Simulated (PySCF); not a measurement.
Al(Cl)2(SMe) (CH3AlCl2S), SMILES C[S][Al]([Cl])[Cl].

The structure is a stationary point at PBE-D3(BJ)/def2-SVP. The structure was generated by enumeration; whether it is a known compound was not checked. Other conformers were not sampled.

The numbers are results of IEF-PCM-B3LYP/def2-SVP in PySCF, not measurements.

The values are the electrostatic part of the solvation free energy, E(continuum) − E(gas) at the gas-phase geometry, in a cavity of scaled van der Waals radii (PySCF's table); cavitation and dispersion terms are not included. A continuum can't describe solvent molecules that bind to the metal. In vacuum the orbital gap is 6.15 eV. The dipole moment in vacuum is 1.91 D.

Computed values in water (ε = 78.36), N,N-dimethylformamide (ε = 37.22), n-hexane (ε = 1.88):
```
solvent                    ε  ΔG(elec) (kcal/mol)  dipole (D)  gap (eV)
---------------------  -----  -------------------  ----------  --------
water                  78.36                 -5.3        2.30      6.27
N,N-dimethylformamide  37.22                 -5.2        2.30      6.26
n-hexane                1.88                 -1.8        2.07      6.18
```
